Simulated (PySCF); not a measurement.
Species: difluoro(diiodo)silane, sum formula SiI2F2, net charge 0, singlet state. 
Coordinates optimised at B3LYP-D3(BJ)/def2-TZVP (Ansatz):
SMILES: F[Si](F)(I)I
```xyz
5

F     -0.0957    -1.8063     1.3096
Si    -0.0447    -0.8902     0.0185
F     -0.0883    -1.8596    -1.2334
I     -2.0012     0.5302    -0.0169
I      2.0443     0.3275    -0.0009
```
Charge 0, spin multiplicity 1.

Dispersion corrections to the total energy (kcal/mol) from the dftd3 and dftd4 libraries through PySCF: D3(BJ) without and D4 with the three-body term, each with the damping fitted for the functional named.

```json
[
 {"functional": "HSE06", "D3(BJ)": "-3.75", "D4": "-4.27"},
 {"functional": "CAM-B3LYP", "D3(BJ)": "-4.43", "D4": "-4.72"},
 {"functional": "TPSSh", "D3(BJ)": "[?]", "D4": "-6.21"},
 {"functional": "B2PLYP", "D3(BJ)": "-4.73", "D4": "[?]"},
 {"functional": "revPBE", "D3(BJ)": "[?]", "D4": "-11.65"},
 {"functional": "HF", "D3(BJ)": "-29.72", "D4": "-15.18"},
 {"functional": "BHLYP", "D3(BJ)": "-7.87", "D4": "-8.38"}
]
```

Problem. What belongs in the gaps?

Solution. 
- TPSSh, D3(BJ): -5.30
- B2PLYP, D4: -3.58
- revPBE, D3(BJ): -8.92
